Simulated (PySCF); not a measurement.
# Bonding in `C=C(C)[C@H](F)COC`

C6H11FO.
SMILES with atom numbers: `[CH2:1]=[C:2]([CH3:3])[C@H:4]([F:5])[CH2:6][O:7][CH3:8]` (hydrogens: H9, H10 on C1; H11, H12, H13 on C3; H14 on C4; H15, H16 on C6; H17, H18, H19 on C8)

Geometry (GFN2-xTB, Å), atoms numbered from 1 in this order:
```
atom  x, y, z in Å
C1    -2.0916    1.4025   -0.0581
C2    -1.4588    0.2654    0.1784
C3    -1.7475   -1.0185   -0.5317
C4    -0.3437    0.1804    1.1901
F5    -0.4914    1.1405    2.1733
C6     1.0347    0.3959    0.5503
O7     1.3655   -0.7308   -0.2212
C8     2.6227   -0.6173   -0.8393
H9    -1.8565    2.3035    0.4817
H10   -2.8810    1.4660   -0.7869
H11   -2.1614   -1.7467    0.1654
H12   -0.8227   -1.4290   -0.9324
H13   -2.4586   -0.8614   -1.3378
H14   -0.3548   -0.7906    1.7005
H15    1.7731    0.5471    1.3537
H16    1.0116    1.3031   -0.0731
H17    2.6530    0.2402   -1.5225
H18    3.4217   -0.5050   -0.0966
H19    2.7759   -1.5362   -1.4013
```

Bond orders from the PBE0/pcSseg-1 density (PySCF). One conformer (not necessarily the lowest) at the GFN2-xTB geometry, without solvent, vibrations or thermal averaging.

Q: How far do the computed orders between heavy atoms stray from the drawn ones?

A: The largest departure is 0.125, at C4–F5 (drawn single, 0.875). Drawn single, order below 0.88: C4–F5 (0.875).

Q: Set the Mayer orders of the bonds beside their lengths.

A: 
```
  bond  drawn as  length (Å)  Mayer order
 C1–C2    double       1.323        1.984
 C2–C3    single       1.495        1.044
 C2–C4    single       1.508        0.989
 C4–F5    single       1.382        0.875
 C4–C6    single       1.535        1.002
 C6–O7    single       1.405        0.913
 O7–C8    single       1.405        0.926
 C1–H9    single       1.076        0.941
C1–H10    single       1.076        0.943
C3–H11    single       1.090        0.946
C3–H12    single       1.088        0.935
C3–H13    single       1.086        0.957
C4–H14    single       1.097        0.943
C6–H15    single       1.102        0.940
C6–H16    single       1.101        0.931
C8–H17    single       1.097        0.959
C8–H18    single       1.097        0.959
C8–H19    single       1.088        0.973
```

By pair of heavy elements: C–C: lowest C2–C4 (0.989, 1.508 Å), highest C1–C2 (1.984, 1.323 Å). C–O: all 2 within 0.02 of one another (0.913 to 0.926).

Q: Sum the orders of all bonds at each heavy atom with more than one neighbour and set the sums beside the valence in the SMILES.

A: C1 3.868 (drawn 4), C2 4.017 (drawn 4), C3 3.882 (drawn 4), C4 3.809 (drawn 4), C6 3.786 (drawn 4), O7 1.839 (drawn 2), C8 3.817 (drawn 4). Orders between atoms that aren't bonded are not in these sums.

For a closed shell the Mayer order of atoms A and B is Σ (PS)μν (PS)νμ over the basis functions μ on A and ν on B, with P the density and S the overlap matrix.

These values come from a run that also computed NMR shieldings. The run took 30 s on an Arm Neoverse V1 with one thread, shared host.
